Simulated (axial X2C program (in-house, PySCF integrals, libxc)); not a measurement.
**Curves of YbCN from open-shell CI on f13 s2**

Computed with an axial X2C code built on PySCF integrals: two-component X2C with atomic mean-field Coulomb and Gaunt terms, basis Yb dyall-v3z, C dyall-v3z, N dyall-av3z (cores contracted in-house). Orbitals come from Hartree–Fock averaged over the configuration Yb f13 s2; CI then distributes these electrons over the f, s shells of Yb.

Scan along the Yb–C bond with CN moving as one mass, its bond held at 1.160 Å; masses Yb 173.939 u, C 12.000 u, N 14.003 u. Energies in cm⁻¹ from the lowest point; levels are followed by energy order within each Ω. Lowest level at 2.365 Å: 100% f13 s2.

```
R (Å)  (1)Ω=1/2  (1)Ω=3/2  (1)Ω=5/2  (1)Ω=7/2  (2)Ω=1/2
2.199      1183      1590      2095      2793     11295
2.282       240       613      1109      1791     10341
2.365         0       342       821      1478     10091
2.460       355       663      1118      1740     10436
2.554      1174      1452      1878      2462     11246
2.661      2482      2729      3122      3658     12545
2.791      4391      4605      4955      5436     14446
```

Question: Fit the curves (1)Ω=1/2, (1)Ω=3/2, (1)Ω=5/2, (1)Ω=7/2, (2)Ω=1/2 near their minima.

Answer: From the open-shell CI curves, Te from the lowest:

| level | Te (cm⁻¹) | Re (Å) | ωe (cm⁻¹) |
| --- | --- | --- | --- |
| (1)Ω=1/2 | 0 | 2.358 | 339.0 |
| (1)Ω=3/2 | 343 | 2.362 | 336.7 |
| (1)Ω=5/2 | 823 | 2.366 | 333.3 |
| (1)Ω=7/2 | 1479 | 2.370 | 328.7 |
| (2)Ω=1/2 | 10092 | 2.359 | 338.5 |

Without dynamic correlation distances can be off by several hundredths of an Å (long for ionic bonds, short for multiple bonds) and the wavenumbers are rough.

The 5 lowest curves are shown; the next is (2)Ω=3/2, from 10600 cm⁻¹.

Dynamic correlation is missing, so gaps between terms are too wide and other configurations may lie lower; the lowest level listed is that of this model, not necessarily the ground state. At most 4 roots were kept for each Ω > 0 (twice that for Ω = 0) within 2.2 eV of the lowest, so higher up levels can be missing between those listed; levels with Ω > 0 are doubly degenerate and listed once, Ω = 0 levels singly. The molecule was held linear; bending was not examined.
